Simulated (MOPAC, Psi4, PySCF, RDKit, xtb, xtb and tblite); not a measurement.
Two geometries of SMILES Nc1ccc([SiH3])cc1 (C6H9NSi), relaxed at GFN2-xTB with one dihedral held; other torsions can differ between them too.

Structure A

```
17

N     -3.0737    -0.2732     0.0177
C     -1.7260    -0.0592    -0.0598
C     -0.9706    -0.6238    -1.0904
C      0.3861    -0.3951    -1.1654
C      1.0507     0.3982    -0.2313
Si     2.8991     0.7037    -0.3691
C      0.2850     0.9567     0.7900
C     -1.0731     0.7388     0.8819
H     -3.6096     0.1345     0.7593
H     -3.5296    -0.8788    -0.6371
H     -1.4631    -1.2439    -1.8272
H      0.9493    -0.8446    -1.9719
H      3.6021    -0.5716    -0.5462
H      3.1867     1.5614    -1.5252
H      3.3735     1.3603     0.8514
H      0.7667     1.5775     1.5328
H     -1.6457     1.1835     1.6846
```

Structure B

```
17

N     -3.1317    -0.1686    -0.0999
C     -1.7397    -0.0369    -0.1631
C     -0.8921    -1.1407    -0.1006
C      0.4753    -0.9774    -0.1962
C      1.0524     0.2830    -0.3261
Si     2.9207     0.4738    -0.4451
C      0.1945     1.3804    -0.3608
C     -1.1739     1.2322    -0.2756
H     -3.5531     0.3197     0.6786
H     -3.4152    -1.1419    -0.0725
H     -1.3155    -2.1320    -0.0001
H      1.1131    -1.8497    -0.1520
H      3.5506    -0.1028     0.7477
H      3.4163    -0.2328    -1.6308
H      3.2536     1.8963    -0.5402
H      0.6106     2.3739    -0.4542
H     -1.8242     2.0947    -0.2995
```

Which is lower in energy at the level PBE0-D3(BJ)/def2-SVP // GFN2-xTB (Psi4), and by how much?

A is lower, by 2.27 kcal/mol (dihedral H9–N1–C2–C3: 180° in A, 120° in B).

E(B) − E(A) in kcal/mol at the other levels, on the same two geometries: GFN2-xTB (xtb and tblite) 2.18; MMFF94 // GFN2-xTB (RDKit) 0.63; PBE0/def2-SVP // GFN2-xTB (Psi4) 2.29; PBE/def2-SVP // GFN2-xTB (Psi4) 2.39; PBE-D3(BJ)/def2-SVP // GFN2-xTB (Psi4) 2.37; UFF // GFN2-xTB (RDKit) 6.78; AM1, restricted, heats of formation // GFN2-xTB (MOPAC) 0.70; PM3, restricted, heats of formation // GFN2-xTB (MOPAC) -3.16; GFN1-xTB // GFN2-xTB (xtb) 1.85; restricted B3LYP/6-31G*, spherical d, density fitting // GFN2-xTB (PySCF) 1.09; restricted B3LYP/LANL2DZ, with its core potentials past Ne // GFN2-xTB (PySCF) 4.81; restricted Hartree-Fock/3-21G, density fitting // GFN2-xTB (PySCF) 4.41; restricted BP86/6-31G*, spherical d, density fitting // GFN2-xTB (PySCF) 1.23.
